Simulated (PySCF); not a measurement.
The multiplicity is imposed and other spin states were not computed.

Cartesian coordinates (Å):
```xyz
6

Cu    -0.1143    -0.2104     0.0613
N     -1.5544    -2.6711     0.8619
C     -0.9642    -1.6980     0.5399
H     -2.0548    -3.4994     1.1382
O      0.7765     1.2470    -0.4215
H      0.2173     2.0438    -0.4234
```
Charge 0, multiplicity 1.

Question: What is the computed HOMO, HOMO–LUMO gap and total energy (TPSSh-D3(BJ)/def2-TZVP // TPSS-D3(BJ)/def2-SVP run with PySCF 2.14.0)?

Answer: 
HOMO: -5.67 eV
HOMO–LUMO gap: 3.95 eV
total energy: -1809.8919 Ha
